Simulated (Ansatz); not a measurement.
Reactions of CH$_{6}$O$_{2}$SSi (`OCO[SiH2]S`).

Calculated with Ansatz (gas phase, PBE0-D4/def2-TZVP geometries, no zero-point term in ΔE). CBS: MP2 limit from def2 TZ/QZ plus the TZ coupled-cluster correction, frozen cores. This one scheme is used for every species. DFT in def2-TZVPP. B3LYP here is the variant with VWN-RPA as its local correlation; programs differ in this. One conformer a species, not always the lowest.

| reaction | B3LYP-D4 (eV) | B2PLYP (eV) | CCSD(T)/CBS(def2) (eV) |
| --- | --- | --- | --- |
| `OCO[SiH2]S` + CH₃SH → `CS[SiH2]S` + `OCO` | 0.34 | 0.36 | 0.32 |
| `OCO[SiH2]S` → `OCO` + `[SiH]S` | 2.62 | 2.61 | 2.70 |
| `OCO[SiH2]S` + `NCSCO` → `OCS[SiH2]S` + `NCOCO` | 0.69 | 0.73 | 0.72 |
| `OCO[SiH2]S` + H–F → `OCO[SiH2]F` + H₂S | -0.87 | -0.93 | -0.82 |
| `OCO[SiH2]S` + `[AlH2][O]C[SiH3]` → `[AlH2][O][SiH2]S` + `OCOC[SiH3]` | -0.34 | -0.37 | -0.38 |
| `OCO[SiH2]S` + `O[SiH2]O[SiH](F)F` → `F[SiH](F)O[SiH2]S` + `OCO[SiH2]O` | 0.02 | 0.02 | 0.03 |

Largest T1 diagnostic: 0.016, for `[SiH]S`.
